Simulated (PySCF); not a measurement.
Computed properties of Sn(H)(OH)2(OMe) (CH6O3Sn), SMILES C[O][SnH]([OH])[OH]

Sn(H)(OH)2(OMe) (CH6O3Sn), SMILES C[O][SnH]([OH])[OH]. Coordinates come from a B3LYP-D3(BJ)/def2-SVP optimisation. The structure was generated by enumeration; whether it is a known compound was not checked. The def2 effective core potentials stand for the cores of Sn; spin–orbit coupling is left out. One conformer was computed; it need not be the lowest. All values are computed for the isolated molecule unless a solvent is named; none is compared with measurement here.

**Structure.** All 27 harmonic modes at B3LYP-D3(BJ)/def2-SVP (PySCF) are real, so it is a minimum. With heavy atoms numbered as in [SnH:1]([OH:2])([OH:3])[O:4][CH3:5], the shortest bond between them is O4–C5 at 1.411 Å and the longest Sn1–O4 at 1.991 Å.

**Vibrations.** The strongest infrared lines (harmonic, unscaled, degenerate partners summed) lie at 1107 cm⁻¹ (211 km/mol, O 51 %, C 44 %), 869 cm⁻¹ (113 km/mol, H 91 %), 845 cm⁻¹ (102 km/mol, H 93 %). The softest mode is at 31 cm⁻¹ and the zero-point energy is 46.3 kcal/mol.

**Electronic structure.** r2SCAN/def2-TZVP (PySCF) places the frontier levels at -6.64 and -1.84 eV, a gap of 4.80 eV, and gives a dipole moment of 1.20 D and a mean polarisability of 61.2 bohr³. PBE/def2-TZVP (PySCF) at the same geometry gives -6.29 and -2.13 eV, so its gap is 0.64 eV narrower. An orbital gap is neither the optical nor the fundamental gap.

**Excitations.** TDDFT-PBE0/def2-SVPD (PySCF) has S1 at 5.36 eV (231 nm, f = 0.013, weak); the most intense of the 10 singlets computed lies at 6.01 eV (f = 0.07). T1 (TDA) is at 4.92 eV. TDDFT-PBE/def2-SVPD (PySCF) puts S1 at 4.32 eV. No vertical singlet excitation falls in the visible range (under 3.1 eV).
